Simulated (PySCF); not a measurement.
Spinor energies of Au(34+) (gold, charge +34)

Start: [Kr] 4d9; 4d3/2 filled at m_j = -3/2, -1/2, +1/2, +3/2; 4d5/2 filled at m_j = -3/2, -1/2, +1/2, +3/2, +5/2. Calculated with PySCF 2.14 in an even-tempered Gaussian basis (17 s from 3.5 bohr⁻², ratio 2.8; 14 p from 4.6 bohr⁻², ratio 2.8; 9 d from 4.6 bohr⁻², ratio 2.8; 3 f from 21 bohr⁻², ratio 3): generalised Hartree-Fock with the X2C-1e Hamiltonian and a Gaussian nucleus; one run each with spin-orbit coupling (SO) switched off, then screened by Boettger's factors.

| spinor shell | electrons | ε, spin-free (eV) | ε, screened SO (eV) | weight of nominal j (screened SO) | rms radius, screened SO (bohr) |
| --- | --- | --- | --- | --- | --- |
| 1s1/2 | 2 | -82520.0 | -82489.0 | 1.000 | 0.0190 |
| 2s1/2 | 2 | -15827.3 | -15817.4 | 1.000 | 0.0769 |
| 2p1/2 | 2 | -13877.3 | -15199.1 | 1.000 | 0.0651 |
| 3s1/2 | 2 | -4825.2 | -4822.0 | 1.000 | 0.196 |
| 3p1/2 | 2 | -4250.1 | -4548.0 | 1.000 | 0.187 |
| 3p3/2 | 4 | -4250.1 | -4130.5 | 1.000 | 0.202 |
| 3d3/2 | 4 | -3630.1 | -3682.9 | 1.000 | 0.177 |
| 3d5/2 | 6 | -3630.1 | -3592.5 | 1.000 | 0.181 |
| 4s1/2 | 2 | -1999.3 | -1998.3 | 1.000 | 0.406 |
| 4p1/2 | 2 | -1786.6 | -1876.5 | 1.000 | 0.408 |
| 4p3/2 | 4 | -1786.6 | -1749.8 | 1.000 | 0.437 |
| 4d3/2 | 4 | -1541.2 | -1556.2 | 0.996 | 0.428 |
| 4d5/2 | 5 | -1541.2 | -1530.4 | 0.997 | 0.436 |

Question: Where does 2p3/2 lie, and what is the 2p spin-orbit splitting (screened SO)?

Answer: At -13358.3 eV, 1840.8 eV above 2p1/2.

```tsv
quantity	spin-free	screened SO
E (hartree)	-18369.79669	-18399.66850
M_J	5/2	5/2
⟨J²⟩	8.751	8.751
⟨L²⟩	6.000	6.112
⟨S²⟩	0.750	0.862
```

Each row is a mean over spinors that exchange with the open shell spreads, by up to 15.596 eV (4p3/2).

Breit and QED terms are absent; they matter most for the inner s and p1/2 levels.

Densities and radii are taken from the X2C orbitals without a picture-change correction, which distorts them close to the nucleus.

Without spin-orbit coupling the j labels of p, d and f shells carry no meaning; the spin-free column gives the mean over the occupied spinors of each nl shell.
